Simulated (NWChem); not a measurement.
Pb, triplet

Program: NWChem. Spin-unrestricted. Medium grid unless said otherwise, to which SCAN and Minnesota functionals are sensitive. The open p shell is one determinant without spherical averaging. No stability test was run on the SCF state. def2 effective core potentials on Pb; no spin-orbit coupling. Total energies of different functionals are on different scales.

| level | energy (Ha) | highest occupied level (eV) | lowest empty minus highest occupied level, either spin (eV) | <S²> |
|---|---|---|---|---|
| B3LYP/def2-SVP | -192.9013 | ? | ? | 2.00 |
| BHandHLYP/def2-SVP | -192.7178 | -5.40 | 3.26 | 2.00 |
| MN15/def2-SVP | -192.4575 | -5.20 | 2.75 | 2.00 |
| M06-2X/def2-SVP | -192.7151 | -5.63 | 3.54 | 2.01 |
| MN15-L/def2-SVP | -192.2519 | -3.84 | 0.32 | 2.00 |
| LRC-wPBEh/def2-SVP | -192.8472 | -6.47 | 5.16 | 2.00 |

Task: Complete the blanks.

Result: 
- B3LYP/def2-SVP, highest occupied level (eV): -4.47
- B3LYP/def2-SVP, lowest empty minus highest occupied level, either spin (eV): 1.27
